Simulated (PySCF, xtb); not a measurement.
AlFI2, SMILES [Al]([F])([I])[I].

xtb 6.7.1 with GFN2-xTB at its own geometry gives an orbital gap of 4.08 eV and a dipole moment of 1.49 D.

Geometry optimised at PBE-D3(BJ)/def2-SVP. The def2 effective core potentials stand for the cores of I; spin–orbit coupling is left out.

### Question
What does PBE/def2-TZVP in PySCF give? (Estimate from the structure and the level; the computed values follow.)

### Answer
gap 4.23 eV (levels -6.89 and -2.67 eV), dipole 1.12 D.
